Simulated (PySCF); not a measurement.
CH₁₁ClSi₄, SMILES [SiH3][SiH]([SiH3])C[SiH2]Cl.

The structure is a stationary point at PBE0-D3(BJ)/def2-SVP. This is a generated structure with no PubChem entry under its InChIKey; it may be hypothetical. Other conformers were not sampled.

Computed with B3LYP/def2-TZVP in PySCF.

The molecule is in vacuum.

```json
{
  "total_energy": "-1663.11737 hartree",
  "highest_occupied_level": "-7.55 eV",
  "lowest_empty_level": "-0.58 eV",
  "orbital_gap": "6.96 eV",
  "dipole_moment": "1.65 D",
  "quadrupole, principal values (traceless, Buckingham form, about the centre of nuclear charge)": "-7.36, 1.56, 5.80 D·Å"
}
```
